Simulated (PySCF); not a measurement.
Task: Write Cartesian coordinates for InChI=1S/C5H7PSe/c1-2-3-6(7)4-5-6/h2,4-5H,1,3H2 as optimised with PBE0-D3(BJ)/def2-SVP.

Result: 
```xyz
14
C5H7PSe angstrom
C      2.051    0.471   -0.271
C      1.652   -0.429    0.627
C      0.301   -0.523    1.274
P     -0.992    0.580    0.586
Se    -0.898    2.592    1.125
C     -2.448   -0.348    0.160
C     -1.685   -0.102   -0.899
H      3.067    0.445   -0.672
H      1.400    1.282   -0.614
H      2.361   -1.198    0.959
H      0.373   -0.277    2.348
H     -0.088   -1.552    1.204
H     -3.423   -0.758    0.432
H     -1.676   -0.195   -1.987
```

Any rigid rotation of these coordinates is as good. Atoms count from 1 in this order. The 3 C–C bonds span 1.329 Å (C6=C7, drawn double) to 1.500 Å (C2–C3, drawn single), a spread of 0.171 Å. P4 (phosphorus bonded to 3 C and Se) has angles from 43.9° to 127.2°. Of the pairs four or more bonds apart, P4···H9 is among the closest relative to their van der Waals radii: 2.77 Å, 92 % of the sum of Bondi's values. The 3-membered ring P4–C6–C7 has internal angles of 43.9° to 68.1°.

Bonds between heavy atoms (Å): C1=C2 1.333, C2–C3 1.500, C3–P4 1.833, P4=Se5 2.085, P4–C6 1.778, C6=C7 1.329, P4–C7 1.775.

Computed, not measured: PySCF, PBE0-D3(BJ)/def2-SVP geometry optimisation, gas phase.

Point group: C1 (no symmetry element, even within 0.4 Å). No PBE0-D3(BJ)/def2-SVP frequencies stand behind this structure, so it isn't proved a minimum. The numbers are those of one conformer (C1–C2–C3–P4 9°, C2–C3–P4–Se5 -77°).
